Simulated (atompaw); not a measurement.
# What the settings do to the PAW (atompaw) potential of rhodium

Base potential:

* Element: Rh (Z = 45)
* Generator: atompaw 4.2.0.5
* Type: PAW
* Functional: PBE
* Relativity: scalar-relativistic
* Frozen core: [Ar] 3d10
* Valence charge: 17
* Reference configuration: 4s2 4p6 4d7 5s2 5p0
* Partial waves: 4s (bound): rc 1.60 bohr; 5s (bound): rc 2.20 bohr; 4p (bound): rc 1.80 bohr; 5p (bound, empty): rc 1.85 bohr; 4d (bound): rc 2.20 bohr; 4d channel at 0.05 Ry: rc 2.20 bohr
* Local potential: troulliermartins scheme with l = 3 at 0 Ry, radius 2.00 bohr
* Core correction: smooth core density matched at 2.05 bohr
* Augmentation charge: besselshape compensation charge, radius 2.00 bohr; PAW radius 2.20 bohr; waves and projectors: custom rrkj vanderbiltortho

Cutoffs, loose and tight: the cutoffs (Ry, on a coarse ladder) from which the occupation-weighted sum of valence levels, in a spherical-Bessel basis at the reference potential, stays within 10 and 1 mRy of its value at 400 Ry. They see the waves, projectors and local potential, not the compensation charge or the core. A dash means not determined.

A true bound ghost makes a file unfit for plane-wave use even where its test errors are small: the radial tests pick states by their node count and pass the ghost by.

```tsv
change	outcome	cutoff, loose	cutoff, tight	bound ghosts
base	generated	30 Ry	50 Ry	d
wave 4d channel at 0.05 Ry: rc 2.20 bohr becomes 4d channel at -0.49 Ry: rc 2.20 bohr	generated	30 Ry	45 Ry	none
augmentation besselshape compensation charge, radius 2.00 bohr; PAW radius 2.20 bohr; waves and projectors: custom rrkj gramschmidtortho	generated	30 Ry	50 Ry	d
augmentation besselshape compensation charge, radius 2.00 bohr; PAW radius 2.20 bohr; waves and projectors: custom polynom gramschmidtortho	generated	35 Ry	55 Ry	none
core correction smooth core density matched at 1.80 bohr	generated	30 Ry	50 Ry	d
local potential troulliermartins scheme with l = 3 at 0 Ry, radius 1.86 bohr	generated	30 Ry	50 Ry	d
augmentation besselshape compensation charge, radius 1.20 bohr; PAW radius 2.20 bohr; waves and projectors: custom rrkj vanderbiltortho	generated	30 Ry	50 Ry	d
wave 4d (bound): rc 2.20 bohr becomes 4d (bound): rc 2.16 bohr	generated	35 Ry	50 Ry	d
```

Q: What comes out with this change to the base: all radii scaled by about 0.94 (s 1.50, p 1.68, d 2.06 bohr); local potential troulliermartins scheme with l = 3 at 0 Ry, radius 1.88 bohr; augmentation besselshape compensation charge, radius 1.88 bohr; PAW radius 2.06 bohr; waves and projectors: custom rrkj vanderbiltortho; core correction smooth core density matched at 1.92 bohr?

A: outcome: generated; cutoff, loose: 40 Ry; cutoff, tight: 55 Ry; bound ghosts: d.
